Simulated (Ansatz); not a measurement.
Ansatz (a program for electronic structure) input:
A basis named .json is the Basis Set Exchange file of that set.

Ansatz 0.2 input:
```yaml
crystal:
  periodic: [false, false, false]
  atoms:
    - {symbol: Si, position_ang: [-0.22519578, -0.19792757, -0.01953495]}
    - {symbol: O, position_ang: [-1.43374685, -1.26013922, -0.12437258]}
    - {symbol: Cl, position_ang: [-0.52610980, 1.55083193, -0.82296122]}
    - {symbol: Cl, position_ang: [1.38626954, -0.79482606, 0.89757710]}
basis:
  gaussian:
    orbitals: aug-cc-pV_T+d_Z.json
    fitting: {mean_field: def2-universal-jkfit, correlation: aug-cc-pVTZ-RIFIT.json}
total_charge: 1
magnetization: {spin_polarized: true, initial_magnetization: 1}
correlation: {method: mp2, electrons: outside_noble_gas}
```

Task: Predict the final energy.

Result: -1283.31856 Eh (RI-MP2/aug-cc-pV(T+d)Z). The basis has 211 functions.
